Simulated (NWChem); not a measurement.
**CH2Cl (+1)**

```xyz
4

C      0.0000     0.0000    -1.0492
Cl     0.0000     0.0000     0.5575
H      0.9708     0.0000    -1.5911
H     -0.9708     0.0000    -1.5911
```
Charge +1, spin multiplicity 1.

Everything below was run with NWChem. The geometry was optimised at PBE/def2-SVP, a minimum by its harmonic frequencies.

Symmetry labels belong to the abelian group C2v used in the runs, with the axes of the coordinates shown.

The spin multiplicity of the parent species was assumed, not shown to be that of its ground state. The structure started from a generated list of species.

### Question
List the lowest 6 singlet excitations that TD-CAM-B3LYP/def2-SVPD gives, with oscillator strengths.

### Answer
```
state  symmetry  energy (eV)  wavelength (nm)      f
-----  --------  -----------  ---------------  -----
1            a2         3.45              360  0.000
2            a1         7.15              173  0.156
3            b2         7.63              163  0.000
4            a2         7.92              156  0.000
5            b1         9.37              132  0.000
6            b1        10.83              115  0.012
```
